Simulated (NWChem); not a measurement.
System: Si$_{2}$H$_{4}$SCl$_{2}$; SMILES [SiH3]S[SiH](Cl)Cl

The following NWChem deck was run.

```
start job
memory heap 200 mb stack 900 mb global 1100 mb
geometry units angstroms noautoz
  Si    -0.002641    -2.244873    -0.847814
  S      0.025102    -1.286441     1.109180
  Si     0.001585     0.802135     0.699319
  Cl     1.652896     1.422809    -0.386777
  Cl    -1.685706     1.392863    -0.347548
  H     -1.236819    -1.890023    -1.586921
  H      1.191836    -1.860274    -1.635737
  H      0.021334    -3.690823    -0.529979
  H      0.010934     1.491886     2.000271
end
basis spherical
  * library 6-31+g*
end
dft
  xc b3lyp
  iterations 150
end
tddft
  nroots 6
  notriplet
end
task tddft energy
```

All runs use the structure optimised with B3LYP/6-31G* (spherical d).

Vertical excitations in the gas phase.

**Question.** Predict the main results of this run. (B3LYP/6-31+G* (spherical d), full TDDFT.) Quantities: lowest excitation, singlet (eV); oscillator strength of that lowest state; lowest state with f > 0.02, singlet (eV); orbital gap (eV).

**Answer.** 
```
Property                                  Value
----------------------------------------  -----
lowest excitation, singlet (eV)            5.61
oscillator strength of that lowest state  0.001
lowest state with f > 0.02, singlet (eV)   6.49
orbital gap (eV)                           6.69
```
